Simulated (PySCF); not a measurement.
GeH6N2O, SMILES [NH2][GeH]([NH2])[OH].

Geometry: PBE-D3(BJ)/def2-SVP. The structure was generated by enumeration, and PubChem lists no compound with its InChIKey, so it may never have been made. Other conformers were not sampled.

Level of theory: PBE-D3(BJ)/def2-SVP run with PySCF.

Frequencies are harmonic and unscaled.

Computed normal modes with their intensities:
```
mode  ν (cm⁻¹)  IR (km/mol)  moving atoms (share of kinetic energy)
----  --------  -----------  --------------------------------------
1          151         18.6                  H 67 %, N 17 %, O 12 %
2          178         41.4                                  H 90 %
3          202         53.1                  O 32 %, H 30 %, N 30 %
4          221          3.6          H 51 %, N 23 %, Ge 16 %, O 9 %
5          255         17.3         H 34 %, O 27 %, N 22 %, Ge 18 %
6          310         20.0                          H 70 %, N 26 %
7          508        201.3                          H 74 %, N 24 %
8          521        172.0                          H 65 %, N 33 %
9          658         68.1         O 61 %, N 18 %, Ge 11 %, H 10 %
10         661         42.8                           H 84 %, N 9 %
11         685         91.9         N 40 %, H 27 %, Ge 19 %, O 13 %
12         705         68.5                 N 50 %, H 32 %, Ge 17 %
13         719         59.7                          H 82 %, N 13 %
14         867          6.1                                  H 89 %
15         888         18.3                          H 85 %, N 13 %
16         904         95.6                                  H 88 %
17        1487         43.0                           H 90 %, N 9 %
18        1490          4.2                           H 91 %, N 9 %
19        2017        194.8                                  H 99 %
20        3449          9.3                                  H 96 %
21        3461         13.2                                  H 96 %
22        3551         12.6                           H 92 %, N 8 %
23        3563         15.4                           H 91 %, N 9 %
24        3739         40.1                                  H 94 %
```
